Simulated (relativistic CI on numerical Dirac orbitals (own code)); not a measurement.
Method of calculation: Dirac-Coulomb-Breit CI, KLI orbitals optimised for each configuration, a model potential for QED, unscaled Slater integrals (own radial code, finite nucleus).

The strongest absorption lines from the ground level of an ion, among the configurations computed and to levels below about 5520 eV (vacuum wavelength in nm, gf): 0.22452 (0.016), 0.22726 (0.029), 0.23248 (0.058), 0.23259 (0.0023), 0.24461 (0.15), 0.24490 (0.006), 0.28736 (0.76), 0.28878 (0.027).

Question: Which ion is it?
A. Cl15+
B. Mn23+
C. Sc19+
D. Sc17+

Answer: C. Sc19+ has 2 electrons and the ground level 1s2 1S_0; the strongest line goes to 1s 2p 1P°_1. The pattern of lines fixes the number of electrons, and along that sequence the line energies rise steadily with the charge (about as its square where n changes within one kind of shell, about linearly where n is kept but much faster in heavy ions where fine structure, which grows about as Z⁴, sets the gap, and irregularly where shells cross), which fixes Z. Configurations outside the model, such as inner-shell arrays, can give stronger lines. At this charge energies of transitions that change n are usually good to better than 1 %, and those within a shell (Δn = 0) to a few per cent.

LS names give the leading component of a level, which can be under half, so a name can repeat, a term be missing and a line seem to break the LS rules.
